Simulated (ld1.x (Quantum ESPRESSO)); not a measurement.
## Building the TM potential for titanium (Ti) (PBE, scalar-relativistic).

```json
{
 "Element": "Ti (Z = 22)",
 "Generator": "ld1.x (Quantum ESPRESSO) 7.5",
 "Type": "norm-conserving Troullier–Martins (Kleinman–Bylander form)",
 "Functional": "PBE",
 "Relativity": "scalar-relativistic",
 "Frozen core": "[Ne] 3s2",
 "Valence charge": "10",
 "Reference configuration": "3p6 3d2 4s2 4p0",
 "Partial waves": "4s (bound): rc 2.35 bohr; 3p (bound): rc 1.15 bohr; 3d (bound): rc 1.30 bohr",
 "Local potential": "all-electron potential smoothed inside 1.66 bohr (lloc = -1)",
 "Core correction": "a·sin(br)/r model core inside 0.80 bohr"
}
```

* Cutoffs needed: 100 Ry and 140 Ry (the cutoffs (Ry, on a coarse ladder) from which the occupation-weighted sum of valence levels, in a spherical-Bessel basis at the reference potential, stays within 10 and 1 mRy of its value at 400 Ry)
* Ghost test: ghost state, extra bound levels that the all-electron valence spectrum of the same l lacks: s at -33.5 eV; a true bound ghost makes a file unfit for plane-wave use (spherical-Bessel basis up to 400 Ry, 20 bohr box)
* Largest excitation error: +77 meV (all-electron minus pseudo) for 3p6 3d0 4s0 4p0, out of 7 test configurations
